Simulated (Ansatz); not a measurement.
Basis sets compared for SiAu₂ (the lowest singlet isomer of a short search). Charge 0, multiplicity 1. Geometry PBE-D4/def2-TZVP. Ansatz on 4 threads of Arm Neoverse V2 on a shared host; times are rough, and most runs start from earlier orbitals.

```csv
atom,x (Å),y (Å),z (Å)
Au1,1.697,0.134,0.349
Au2,-1.204,0.035,-1.253
Si3,-0.493,-0.169,0.904
```

In the def2 sets Au takes a core potential; there is no spin–orbit coupling. The structure comes from a short search, and lower isomers may exist.

Binding counts from free atoms (Au doublet, Si triplet) in the same basis, without a counterpoise term.

| level | functions | energy (Eh) | HOMO (eV) | LUMO (eV) | binding per atom (eV) | wall time |
| --- | --- | --- | --- | --- | --- | --- |
| PBE-D4/def2-SVP | 82 | -560.8448 | -5.89 | -4.03 | 2.18 | 0.55 s |
| PBE-D4/def2-TZVP | 117 | -560.9613 | -5.89 | -4.02 | 2.23 | 0.8 s |
| r2SCAN-D4/def2-TZVP (with forces) | 117 | -561.1005 | -5.97 | -3.89 | 2.19 | 2 s |
| PBE0-D4/def2-SVP | 82 | -560.7580 | -6.51 | -3.21 | 1.93 | 0.8 s |
| PBE0-D4/def2-TZVP | 117 | -560.8734 | -6.50 | -3.18 | 1.99 | 1.4 s |

(1) Estimate the rows for PBE-D4/def2-TZVPD, r2SCAN-D4/def2-TZVPD, PBE0-D4/def2-TZVPD.

Results:

(1) 
```
               level  functions  energy (Eh)  HOMO (eV)  LUMO (eV)  binding per atom (eV)  wall time
   PBE-D4/def2-TZVPD        129    -560.9623      -5.89      -4.04                   2.24     0.95 s
r2SCAN-D4/def2-TZVPD        129    -561.1015      -5.96      -3.91                   2.20        2 s
  PBE0-D4/def2-TZVPD        129    -560.8744      -6.49      -3.19                   2.00      1.1 s
```
